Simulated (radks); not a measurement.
Values are calculated unless marked as measured or tabulated.
All-electron atom: Ta in [Xe] 4f14 5d2 6s2 6d1 (not the ground configuration). Level of theory: scalar-relativistic Kohn-Sham, r2SCAN, spin-polarised, spherical densities, finite nucleus; open shells are filled with parallel spins first (spin-orbit coupling, left out, can overturn this in heavy ions); meta-GGA in the generalised Kohn-Sham scheme; Fermi nuclear charge, rms radius 5.3507 fm (a radial shooting solver on a logarithmic mesh with Libxc functionals).

Normalised radial functions P(r) = r R(r), r in bohr:

```
   r/bohr * 4f down (the largest magnitude, 1.27, reaches the edge; | marks zero)
 0.002288 *
 0.002728 *
 0.003227 *
 0.003848 *
 0.004552 *
 0.005428 *
 0.006421 *
 0.007656 *
 0.009057 *
   0.0108 *
  0.01278 *
  0.01523 *
  0.01802 *
  0.02149 *
  0.02542 *
  0.03007 *
  0.03586 *
  0.04242 |*
  0.05058 |*
  0.05983 | *
  0.07135 |  *
   0.0844 |   *
   0.1006 |      *
    0.119 |         *
    0.142 |              *
   0.1679 |                    *
   0.2002 |                            *
   0.2369 |                                    *
   0.2825 |                                            *
   0.3341 |                                                  *
   0.3984 |                                                      *
   0.4713 |                                                      *
    0.562 |                                                   *
   0.6648 |                                             *
   0.7928 |                                      *
   0.9378 |                              *
    1.109 |                      *
    1.323 |               *
    1.565 |          *
    1.866 |     *
    2.207 |   *
    2.632 | *
    3.114 |*
    3.713 *
    4.392 *
    5.237 *
    6.195 *
    7.387 *
    8.739 *
    10.42 *
    12.33 *
     14.7 *
    17.39 *
    20.73 *
    24.53 *
    29.25 *
     34.6 *
```

4f down: eigenvalue -31.798 eV, 0 radial nodes, <r> = 0.635 bohr, 90 % of the charge inside 1.06 bohr.
